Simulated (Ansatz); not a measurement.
A run of Ansatz (development build ahead of 0.2.0) on doublet SiF₄(+) at this shape:

```tsv
atom	x (Å)	y (Å)	z (Å)
Si	0.0318	0.1229	0.1284
F	1.1026	0.9211	-0.5494
F	0.4541	-0.6346	1.3486
F	-0.2712	-1.2562	-1.1078
F	-1.3212	0.7711	0.1974
```

Its results:

| Property | Result |
| --- | --- |
| Converged | yes |
| Total energy | -686.00824 hartree |
| Spin squared of the determinant | 0.754 |
| Stability test | minimum |

Forces (eV/Å):
```tsv
atom	Fx	Fy	Fz
Si1	0.040	1.265	1.006
F2	1.526	0.681	-1.435
F3	0.576	-1.629	1.432
F4	-0.216	-0.608	-0.593
F5	-1.926	0.290	-0.410
```

Q: Which input gives this output? Name the method, the orbitals and the basis set, and write the input.

A: UHF in def2-SVP.

```yaml
crystal:
  periodic: [false, false, false]
  atoms:
    - { symbol: Si, position_ang: [0.03176, 0.1229, 0.12838] }
    - { symbol: F, position_ang: [1.10256, 0.92114, -0.54943] }
    - { symbol: F, position_ang: [0.45405, -0.63457, 1.34857] }
    - { symbol: F, position_ang: [-0.27118, -1.25616, -1.10779] }
    - { symbol: F, position_ang: [-1.32124, 0.77109, 0.19743] }
basis:
  gaussian: { orbitals: def2-SVP }
total_charge: 1
magnetization:
  spin_polarized: true
  initial_magnetization: 1
hamiltonian:
  xc: hf
output:
  forces: true
```
